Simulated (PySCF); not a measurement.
O2S2, SMILES O=[S][S]=O (connectivity only; charge and spin as stated), neutral, multiplicity 1.

The structure is a stationary point at PBE0-D3(BJ)/def2-SVP. The values are those of a single conformer.

Two levels are set side by side: TDA-PBE/def2-SVPD (PySCF) and ADC(2)/aug-cc-pVDZ (PySCF). Vertical, same geometry; the bases differ. Differences are taken from unrounded values.

```tsv
quantity	ADC(2)	TDA-PBE	TDA-PBE minus ADC(2)
lowest singlet excitation (eV)	2.24	2.48	0.23
```

Rough cost on one machine, each run with all the roots and properties that it gave: ADC(2) against TDA-PBE about 20 times.
